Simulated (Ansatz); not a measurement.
Reaction (formal exchange of groups at the Si–Si bond): `[SiH3][SiH2][CH2][GaH2]` + `FCS` → `[SiH3][CH2][GaH2]` + `FC([SiH3])S`

Program: Ansatz. Geometries: PBE0-D4/def2-TZVP. ΔE: electronic, gas phase. CBS: MP2 limit from def2 TZ/QZ plus the TZ coupled-cluster correction, frozen cores. Functionals use def2-TZVPP. For Ga outer-core shells are correlated without core-valence functions, which leaves a few kJ/mol of doubt a bond. Scalar relativity is left out up to krypton. One conformer a species, not always the lowest.

| species | PBE0-D4 energy (Eh) |
| --- | --- |
| `[SiH3][SiH2][CH2][GaH2]` | -2546.82673 |
| `FCS` | -537.72724 |
| `[SiH3][CH2][GaH2]` | -2256.24095 |
| `FC([SiH3])S` | -828.30233 |

Problem. Work out ΔE.

Solution. ΔE = (-2256.24095) + (-828.30233) − (-2546.82673) − (-537.72724) = 0.01069 Eh = +28.1 kJ/mol. CCSD(T)/CBS gives +18.1 kJ/mol.

Largest T1 diagnostic among the species: 0.013.
